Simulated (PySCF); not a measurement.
# Telling isomers of C₇H₁₂N₂ apart by NMR

All values are calculated (PySCF 2.14.0 with density-fitted response routines): PBE0/pcSseg-1 with gauge-including orbitals, coordinates at the GFN2-xTB level. Single conformer, no relativistic terms, no solvent, one averaged value for each set of equivalent atoms.

δ = σ(ref) − σ, references computed at the same level: ¹H (σ = 31.72 ppm), ¹³C (σ = 186.93 ppm) against TMS. Where no couplings were computed, multiplicities follow the n + 1 count of equivalent neighbours, and m marks all less simple cases (inequivalent or close neighbours, rings, F or P nearby). Shifts are as computed. Against solution values, carbons near 30 ppm lie about +3 ppm off and those near 130 ppm about +5 ppm. Of 1211 compounds with measured shifts, 218 miss one by over three times the rms of a fit or turn the order of signals round; such compounds aren't used in these exercises.

(1) Tabulate the signals of `Cc1ccnn1C(C)C`, `CCc1cc(C)nn1C`, `C=C/C(C)=N/N=C\CC` and their relative energies.

(2) What is the quickest way to tell CCc1cc(C)nn1C from C=C/C(C)=N/N=C\CC?

(3) What is the quickest way to tell Cc1ccnn1C(C)C from CCc1cc(C)nn1C?

(4) What is the quickest way to tell Cc1ccnn1C(C)C from C=C/C(C)=N/N=C\CC?

## Answers

(1) 
```json
{"SMILES": "Cc1ccnn1C(C)C", "carbon types": "1×C 3×CH 3×CH3", "δC": "142.0, 139.0, 110.0, 51.3, 25.4, 13.1", "δH": "7.52 (m, 1H), 6.04 (m, 1H), 4.12 (sept, 1H), 2.36 (s, 3H), 1.52 (d, 6H)", "E rel. (kcal/mol)": "0.0"}
{"SMILES": "CCc1cc(C)nn1C", "carbon types": "2×C 1×CH 1×CH2 3×CH3", "δC": "150.0, 147.6, 110.6, 37.4, 23.3, 18.4, 15.7", "δH": "5.89 (s, 1H), 3.87 (s, 3H), 2.64 (q, 2H), 2.33 (s, 3H), 1.14 (t, 3H)", "E rel. (kcal/mol)": "1.0"}
{"SMILES": "C=C/C(C)=N/N=C\\CC", "carbon types": "1×C 2×CH 2×CH2 2×CH3", "δC": "147.5, 134.7, 131.9, 119.9, 25.3, 13.7, 11.4", "δH": "6.76 (m, 1H), 6.32 (t, 1H), 5.54 (m, 1H), 5.50 (m, 1H), 1.94 (m, 2H), 1.77 (s, 3H), 1.09 (t, 3H)", "E rel. (kcal/mol)": "46.4"}
```

Energies are electronic energies at PBE0/pcSseg-1 on these geometries, without zero-point or thermal terms, each for the one conformer computed, which needn't be the lowest.

(2) Both give the same number of carbon signals, but DEPT or the intensities differ. The first has a methyl carbon bonded to N (CH3) at 37.4 ppm, the second a terminal =CH2 carbon at 119.9 ppm. Their most deshielded carbons lie at 150.0 and 147.5 ppm. In the proton spectra the most deshielded non-exchanging signals are 5.89 (s, 1H) and 6.76 (m, 1H).

(3) Count the carbon signals: 6 against 7. The first has an sp3 CH bonded to N at 51.3 ppm, the second an sp3 CH2 on an aromatic ring at 23.3 ppm. Their most deshielded carbons lie at 142.0 and 150.0 ppm. In the proton spectra the most deshielded non-exchanging signals are 7.52 (m, 1H) and 5.89 (s, 1H).

(4) Count the carbon signals: 6 against 7. The first has an sp3 CH bonded to N at 51.3 ppm, the second a terminal =CH2 carbon at 119.9 ppm. Their most deshielded carbons lie at 142.0 and 147.5 ppm. In the proton spectra the most deshielded non-exchanging signals are 7.52 (m, 1H) and 6.76 (m, 1H).
